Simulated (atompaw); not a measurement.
**Rh: PAW (atompaw) pseudisation with PBE, scalar-relativistic reference atom.**

| Item | Value |
| --- | --- |
| Element | rhodium (Rh) |
| Generator | atompaw 4.2.0.5 |
| Type | PAW |
| Functional | PBE |
| Relativity | scalar-relativistic |
| Frozen core | [Ar] 3d10 |
| Valence charge | 17 |
| Reference configuration | 4s2 4p6 4d8.5 5s0.5 5p0 |
| Partial waves | 4s (bound); 5s (bound); 4p (bound); 5p (bound, empty); 4d (bound); 4d channel at 0.05 Ry; 4f channel at 0.35 Ry; 4f channel at 1.55 Ry |
| Local potential | troulliermartins scheme with l = 4 at 0 Ry, radius 1.65 bohr |
| Core correction | smooth core density matched at 1.50 bohr |
| Augmentation charge | besselshape compensation charge, radius 2.05 bohr; PAW radius 2.15 bohr; waves and projectors: bloechl |

- Cutoffs needed: 70 Ry and 90 Ry (the cutoffs (Ry, on a coarse ladder) from which the occupation-weighted sum of valence levels, in a spherical-Bessel basis at the reference potential, stays within 10 and 1 mRy of its value at 400 Ry)
- Ghost test: no extra level below or beside the all-electron valence levels (s, p, d, f tested) (spherical-Bessel basis up to 400 Ry, 20 bohr box)
- Lowest eigenvalue of the overlap operator: 0.01 (d channel)
- Overlap eigenvalues printed by atompaw (projector basis): 0.0108, 0.133, 0.249, 0.51, 0.897, 7.06, 7.53, 25.9
- Share of each valence orbital outside the PAW sphere: 4s 0 %, 5s 84 %, 4p 2 %, 5p 97 %, 4d 21 %
